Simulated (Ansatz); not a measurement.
`O=Cc1ccc[nH]1`. The species carries charge 0 and has multiplicity 1. The geometry is a stationary point of PBE0-D4/def2-TZVP. It is one conformer, not always the lowest.

```xyz
12

O     2.091   -0.854   -1.752
C     1.723   -0.923   -0.597
C     0.523   -0.300   -0.105
C    -0.048   -0.270    1.157
C    -1.225    0.489    1.066
C    -1.340    0.903   -0.248
N    -0.285    0.422   -0.937
H     2.305   -1.483    0.161
H     0.354   -0.750    2.036
H    -1.918    0.717    1.860
H    -2.099    1.501   -0.726
H    -0.082    0.548   -1.914
```

Problem. What is the dipole moment at ωB97M-V/def2-TZVPP? (An estimate is asked.)

Solution. The calculation gave: 2.54 D, with components (-2.05, 0.99, 1.13) D in this frame, pointing from negative to positive charge.

Problem. And with PBE, r2SCAN, B3LYP? (Estimate.)

Solution. Ansatz gave: PBE 2.78 D, r2SCAN 2.86 D, B3LYP 2.81 D.

Problem. Give the Mulliken charges with ωB97M-V, B3LYP, PBE in def2-TZVPP. (Estimate.)

Solution. Computed: 
```json
{"atom": "O1", "ωB97M-V": "-0.33", "B3LYP": "-0.32", "PBE": "-0.28"}
{"atom": "C2", "ωB97M-V": "0.10", "B3LYP": "0.09", "PBE": "0.05"}
{"atom": "C3", "ωB97M-V": "0.08", "B3LYP": "0.07", "PBE": "0.06"}
{"atom": "C4", "ωB97M-V": "-0.15", "B3LYP": "-0.16", "PBE": "-0.16"}
{"atom": "C5", "ωB97M-V": "-0.18", "B3LYP": "-0.18", "PBE": "-0.15"}
{"atom": "C6", "ωB97M-V": "-0.04", "B3LYP": "-0.05", "PBE": "-0.07"}
{"atom": "N7", "ωB97M-V": "-0.11", "B3LYP": "-0.13", "PBE": "-0.07"}
{"atom": "H8", "ωB97M-V": "0.08", "B3LYP": "0.07", "PBE": "0.05"}
{"atom": "H9", "ωB97M-V": "0.14", "B3LYP": "0.14", "PBE": "0.13"}
{"atom": "H10", "ωB97M-V": "0.13", "B3LYP": "0.14", "PBE": "0.13"}
{"atom": "H11", "ωB97M-V": "0.15", "B3LYP": "0.16", "PBE": "0.14"}
{"atom": "H12", "ωB97M-V": "0.14", "B3LYP": "0.17", "PBE": "0.18"}
```

B3LYP here is the variant with VWN-RPA as its local correlation; programs differ in this.
